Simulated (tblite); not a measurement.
Run record: tight-binding relaxation, `BN1C[C@H]2CC[C@H]2C1`.

Computed with GFN2-xTB geometry optimisation, gas phase (tblite 0.8.0). Start geometry: from a force field or distance geometry. The input is one job of a driver script: a line of settings, then coordinates in Å.

Command:
```bash
OMP_NUM_THREADS=1 python probes_run.py task.json out
```

Input:
```
{"job": {"kind": "relax", "xc": "GFN2-xTB", "basis": "xTB"}, "charge": 0, "multiplicity": 1}
B      2.761400     0.027700    -0.524300
N      1.246800    -0.253000    -0.383500
C      0.434700     0.756700    -1.028300
C     -0.913900     0.782300    -0.306000
C     -1.866400    -0.362100    -0.672200
C     -1.608300    -1.027900     0.660900
C     -0.651800     0.114300     1.035400
C      0.833900    -0.258800     1.034700
H      3.221400     1.035100    -0.112300
H      3.447600    -0.761700    -1.047900
H      0.871400     1.776500    -0.947000
H      0.289400     0.513500    -2.106400
H     -1.407500     1.772600    -0.213800
H     -1.513100    -0.979700    -1.538900
H     -2.919500    -0.003100    -0.777300
H     -1.111800    -2.017000     0.569100
H     -2.508200    -1.044700     1.310900
H     -0.986200     0.702800     1.917000
H      0.992700    -1.262600     1.487700
H      1.382300     0.499800     1.639200
```

Problem. Give the output.

Solution. 
```
step      E/eV     max force
  0    -628.62168    1.671
  1    -628.76629    0.687
  2    -628.81697    0.603
  3    -628.85215    0.607
  4    -628.87763    0.295
  5    -628.89005    0.226
  6    -628.90114    0.241
  7    -628.90679    0.162
  8    -628.90902    0.128
  9    -628.91035    0.102
... (67 lines left out)
 77    -630.28601    0.055
 78    -630.28693    0.065
 79    -630.28766    0.064
 80    -630.28812    0.043
 81    -630.28838    0.034
 82    -630.28854    0.029
 83    -630.28863    0.021
 84    -630.28868    0.016
 85    -630.28871    0.010
 86    -630.28873    0.010
```

«max force» is the largest atomic force in eV/Å.

Problem. From which step on does the largest force stay under 0.1 eV/Å, and how much energy is left to gain from there?

Solution. From step 72 (0.097 eV/Å), 7.3 meV above the end.

In short: energy lowered by 38.4 kcal/mol over 86 steps; largest atomic force 0.010 eV/Å at the end.

Problem. Give the final coordinates.

Solution. 0.712 Å rms from the input after alignment:
```
atom  x, y, z in Å
B1     2.3656   -0.4945   -0.6407
N2     1.3014    0.2263   -0.1561
C3     0.4022    1.0733   -0.9167
C4    -0.9841    0.8153   -0.3241
C5    -1.6304   -0.5163   -0.7418
C6    -1.2899   -1.1156    0.6314
C7    -0.7024    0.2344    1.0790
C8     0.8189    0.2511    1.2111
H9     2.9912   -1.1553    0.0992
H10    2.6221   -0.4361   -1.7832
H11    0.6741    2.1288   -0.7733
H12    0.4624    0.8413   -1.9794
H13   -1.6311    1.6884   -0.3900
H14   -1.1477   -1.0051   -1.5854
H15   -2.6981   -0.4423   -0.9388
H16   -0.5528   -1.9154    0.5945
H17   -2.1488   -1.4505    1.2087
H18   -1.2051    0.7022    1.9234
H19    1.2070   -0.5977    1.7730
H20    1.1403    1.1785    1.7061
```

On one thread, Arm Neoverse V1 (aarch64), shared host with 32 logical CPUs at a one-minute load of 16, this took 0.56 s of wall time.
Labels such as C1 count atoms from 1, the log's own numbers from 0.
